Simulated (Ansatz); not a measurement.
```yaml
crystal:
  periodic: [false, false, false]
  atoms:
    - {symbol: F, position_ang: [-0.676230, 1.938402, 0.555003]}
    - {symbol: Si, position_ang: [0.194509, 0.967470, 0.012930]}
    - {symbol: S, position_ang: [1.992053, 0.395332, 1.365227]}
    - {symbol: Ga, position_ang: [-0.909650, -0.996782, -0.662776]}
    - {symbol: H, position_ang: [0.864308, 1.597791, -1.480442]}
    - {symbol: H, position_ang: [0.669291, -0.416696, 1.982841]}
    - {symbol: H, position_ang: [-1.496413, -1.970174, 0.299498]}
    - {symbol: H, position_ang: [-0.864860, -1.806560, -2.416549]}
basis:
  gaussian: {orbitals: aug-cc-pVDZ}
magnetization: {spin_polarized: true, initial_magnetization: 2}
hamiltonian: {xc: {name: PBE}, dispersion: d3bj}
```

```sh
$ ansatz run in.yaml --threads 4 --pin off --events-out ev --progress --plain --max-ram 10444MiB
```

Output, abridged:

```
Functional definition: PBE
1549 factors; their error is unknown
mean field evaluation 1: about -73842.9409 eV, gradient 3.0e1 eV
mean field evaluation 2: about -73789.4496 eV, gradient 8.5e1 eV
mean field evaluation 4: about -73838.0088 eV, gradient 2.7e1 eV
mean field evaluation 8: about -73848.4042 eV, gradient 4.3e0 eV
mean field evaluation 16: about -73848.6937 eV, gradient 7.0e-2 eV
mean field evaluation 32: about -73848.6452 eV, gradient 6.7e-5 eV
mean field -73848.64520348 eV, -2713.8876548183 hartree, gradient 7.6e-6 eV, S^2 2.004453; 8 other end points of the search recorded, 0 dependent functions left out
reference -73848.64531228 eV, -2713.8876588167 hartree; 38, 36 occupied and 111, 113 virtual orbitals, 1549 factors
Total energy: -73848.84108028 eV, -2713.8948531579 hartree
```

It took 7.5 s on 4 threads of an Intel Xeon Platinum 8488C on a shared host, with 0.42 GiB of host memory at the peak.
